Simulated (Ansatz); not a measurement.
Basis sets compared for Al9As9H24, a nanocrystal cut from wurtzite AlAs (hydrogen-capped). Total charge 0; singlet. Geometry PBE-D4/def2-SVP. Ansatz on 4 threads of AMD EPYC 7R13 on a shared host and a share (37 GiB) of an NVIDIA H100 80GB HBM3; times are rough, and most runs start from earlier orbitals.

```xyz
42

Al   -4.680    1.115   -1.463
As   -2.915    2.690   -2.456
As   -3.025   -0.276   -0.181
Al   -1.512   -1.589   -1.644
Al   -0.456    2.517   -1.997
As    0.089    0.147   -2.523
As   -0.066   -3.033   -0.241
Al    1.408   -4.559   -1.588
Al    2.501   -0.238   -2.054
As    2.841   -2.668   -2.564
Al   -1.944    0.964    1.675
As   -0.304    2.463    0.485
As   -0.481   -0.580    2.949
Al    1.135   -1.905    1.613
Al    2.085    2.215    1.131
As    2.488   -0.138    0.432
Al    0.558    0.486    4.974
As    2.026    2.108    3.635
H    -5.274    0.296   -2.703
H    -5.552    2.020   -0.470
H    -3.044    2.748   -3.974
H    -3.282    4.145   -2.183
H    -3.849   -1.346    0.534
H    -2.242   -2.344   -2.848
H     0.436    3.621   -2.730
H    -0.011    0.071   -4.044
H    -1.059   -3.945    0.479
H     0.605   -5.176   -2.829
H     2.387   -5.393   -0.634
H     3.524    0.745   -2.789
H     2.887   -2.764   -4.086
H     4.321   -2.936   -2.316
H    -2.947    1.824    2.573
H    -0.659    3.885    0.911
H    -1.450   -1.632    3.486
H     2.082   -2.862    2.472
H     3.089    3.305    0.536
H     3.941   -0.399    0.822
H    -0.506    1.401    5.746
H     1.576   -0.523    5.688
H     1.798    3.543    4.099
H     3.482    2.000    4.076
```

Single mean-field runs in def2-SVP, def2-TZVP are fitted with def2-universal-jkfit.

Binding counts from free atoms (Al doublet, As quartet, H doublet) in the same basis, without a counterpoise term.

```
           level  functions  energy (Eh)  HOMO (eV)  LUMO (eV)  binding per atom (eV)  wall time
 PBE-D4/def2-SVP        570  -22312.2930      -6.15      -2.32                   2.78       11 s
PBE0-D4/def2-SVP        570  -22313.1497      -7.16      -1.64                   2.78       13 s
```

(1) Estimate the rows for PBE-D4/def2-TZVP (with forces), PBE0-D4/def2-TZVP.

Answers

(1) 
| level | functions | energy (Eh) | HOMO (eV) | LUMO (eV) | binding per atom (eV) | wall time |
| --- | --- | --- | --- | --- | --- | --- |
| PBE-D4/def2-TZVP (with forces) | 909 | -22315.5453 | -6.17 | -2.41 | 2.77 | 11 s |
| PBE0-D4/def2-TZVP | 909 | -22316.3808 | -7.15 | -1.72 | 2.76 | 16 s |
